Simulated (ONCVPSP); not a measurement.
# rubidium (Rb), ONCV: configuration errors across variants

```
Element                 : Rb (Z = 37)
Generator               : ONCVPSP 4.0.1
Type                    : optimised norm-conserving Vanderbilt (ONCV)
Functional              : PBE
Relativity              : scalar-relativistic
Frozen core             : [Ar] 3d10
Valence charge          : 9
Reference configuration : 4s2 4p6 4d0.5 5s0.5
Partial waves           : 4s+5s: rc 1.95 bohr, ncon 4, nbas 8, qcut 7.8 1/bohr, 2 projectors; 4p: rc 1.90 bohr, ncon 5, nbas 8, qcut 6.4 1/bohr, 3 projectors, debl 4 Ha; 4d: rc 4.00 bohr, ncon 3, nbas 6, qcut 2.8 1/bohr, 2 projectors, debl 2 Ha
Local potential         : polynomial inside 1.75 bohr (lpopt 1, dvloc0 0 Ha)
Core correction         : polynomial model core, fcfact 0.35
```

All-electron excitation energies from the reference (eV): (1) 4s2 4p6 4d0 5s0 3.037; (2) 4s2 4p6 4d0 5s0.5 0.462; (3) 4s2 4p5 4d0 5s1 20.024.

3 further variants failed, have other tests or too few solved ones, and are left out.

Errors AE − PS in meV (a dash: test not solved or not reliable):

| change | (1) | (2) | (3) | bound ghosts | GHOST(+) flags above zero |
| --- | --- | --- | --- | --- | --- |
| base | +2.1 | +1.1 | +13 | none | d |
| s: rc 2.04 | +2.1 | +1.1 | +14 | none | d |
| s: rc 2.6 | +2.1 | +1.1 | +14 | none | d |

Give the same row for: s: rc 2.22.

+2.1, +1.1, +14; bound ghosts: none; GHOST(+) flags above zero: d.
